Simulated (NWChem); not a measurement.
**A calculation on arsenic trifluoride (AsF$_{3}$)**

SMILES: [As](F)(F)F
```xyz
4

F      0.7389    -0.4892     1.2818
As     0.0009     0.3989     0.0000
F      0.7389    -0.4892    -1.2818
F     -1.4811    -0.4842     0.0000
```
Charge 0, spin multiplicity 1.

Program: NWChem. Structure: optimised with PBE0/def2-SVP, a minimum by its harmonic frequencies.

Symmetry labels belong to the abelian group Cs used in the runs, with the axes of the coordinates shown; states degenerate in a higher group split over its labels.

The Hamiltonian is non-relativistic.

Problem. List the lowest 3 singlet excitations that TD-PBE/def2-SVP gives, with oscillator strengths.

Solution. 
| state | symmetry | energy (eV) | wavelength (nm) | f |
|---|---|---|---|---|
| 1 | a" | 7.51 | 165 | 0.075 |
| 2 | a' | 7.51 | 165 | 0.075 |
| 3 | a" | 8.14 | 152 | 0.000 |
